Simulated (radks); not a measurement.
Problem. The mean radii <r> (bohr) of the occupied orbitals of an atom or ion are listed with their occupations. Calculated with a radial shooting solver on a logarithmic mesh with Libxc functionals: Dirac Kohn-Sham, BLYP, spin-unpolarised, spherical densities, finite nucleus; Fermi nuclear charge, rms radius of each element as measured or else 0.836 A^(1/3) + 0.57 fm.

| orbital | occ. | <r> |
|---|---|---|
| 1s1/2 | 2 | 0.03517 |
| 2s1/2 | 2 | 0.1521 |
| 2p1/2 | 2 | 0.1296 |
| 2p3/2 | 4 | 0.1340 |
| 3s1/2 | 2 | 0.3859 |
| 3p1/2 | 2 | 0.3722 |
| 3p3/2 | 4 | 0.3795 |

Name the element and its charge. Open shells, if any, fill j = l - 1/2 first.

Solution. Z = 42, molybdenum, charge +24: Mo24+ in [Ar]. The 1s radius gives Z: for a bare nucleus <r> = (2 gamma + 1)/(2Z) with gamma = sqrt(1 - (Z/c)^2), 0.03457 bohr for Z = 42, and screening makes it slightly larger (0.03517 here). The occupations add up to 18, and the charge is Z minus that.
